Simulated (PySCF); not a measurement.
Sc⁺ (scandium, charge +1) across methods

[Ar] 4s2, closed-shell 1S (an excited configuration). All numbers are calculated (PySCF 2.14, the non-relativistic Hamiltonian (point nucleus), in aug-cc-pVTZ with one added diffuse shell each of s, p, d, f, g type (9s8p6d4f3g, 118 functions)).

```csv
method,E (hartree),mean ε 3s (eV),mean ε 3p (eV),mean ε 4s (eV),Σ⟨r²⟩ (bohr²),⟨S²⟩
PBE,-760.062,-67.053,-45.938,-11.265,35.67,0.000
r2SCAN,-760.240,-69.086,-46.978,-11.319,36.14,0.000
LDA,-758.341,-66.785,-45.940,-11.416,35.40,0.000
M06,-760.284,-71.219,-48.384,-12.003,34.78,0.000
r2SCAN0,-760.245,-72.666,-49.251,-11.989,36.13,0.000
PBE0,-760.109,-71.321,-48.561,-11.966,35.82,0.000
UHF,-759.46164,-82.870,-55.235,-13.258,37.00,0.000
```

Estimate the same row for PBEsol.

E (hartree) = -759.160; mean ε 3s (eV) = -66.885; mean ε 3p (eV) = -45.856; mean ε 4s (eV) = -11.273; Σ⟨r²⟩ (bohr²) = 35.60; ⟨S²⟩ = 0.000.
